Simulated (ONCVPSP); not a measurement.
## cerium (Ce), ONCV: configuration errors across variants

| Item | Value |
| --- | --- |
| Element | Ce (Z = 58) |
| Generator | ONCVPSP 4.0.1 |
| Type | optimised norm-conserving Vanderbilt (ONCV) |
| Functional | PBE |
| Relativity | scalar-relativistic |
| Frozen core | [Kr] 4d10 |
| Valence charge | 12 |
| Reference configuration | 4f1 5s2 5p6 5d1 6s2 |
| Partial waves | 5s+6s: rc 2.05 bohr, ncon 4, nbas 8, qcut 4.7 1/bohr, 2 projectors; 5p: rc 2.10 bohr, ncon 5, nbas 8, qcut 5.8 1/bohr, 2 projectors, debl 2.6 Ha; 5d: rc 2.55 bohr, ncon 4, nbas 7, qcut 4 1/bohr, 2 projectors, debl 0.4 Ha; 4f: rc 1.55 bohr, ncon 4, nbas 8, qcut 10.9 1/bohr, 3 projectors, debl 3.4 Ha |
| Local potential | polynomial inside 1.40 bohr (lpopt 5, dvloc0 3 Ha) |
| Core correction | none |

All-electron excitation energies from the reference (eV): (1) 4f1 5s2 5p6 5d1 6s1 6.070; (2) 4f1 5s2 5p6 5d1 6s0 17.151; (3) 4f1 5s2 5p6 5d0 6s0 36.330.

Errors AE − PS in meV (a dash: test not solved or not reliable):

| change | (1) | (2) | (3) | bound ghosts | GHOST(+) flags above zero |
| --- | --- | --- | --- | --- | --- |
| base | -1.5 | -5.1 | -2.5 | none | s |
| f: rc 1.9 | -1.5 | -5.0 | -2.5 | none | s |
| p: debl 1.55 | -1.5 | -5.1 | -2.6 | none | s |
| all radii scaled by about 0.92 (s 1.88, p 1.92, d 2.34, f 1.42 bohr); local potential polynomial inside 1.28 bohr (lpopt 5, dvloc0 3 Ha) | -1.4 | -4.5 | -2.3 | none | s, p |

Question: Give the same row for: core correction Teter function fitted to the true core (icmod 2), fcfact 0.5.

Answer: -1.5, -5.4, -2.3; bound ghosts: none; GHOST(+) flags above zero: s.
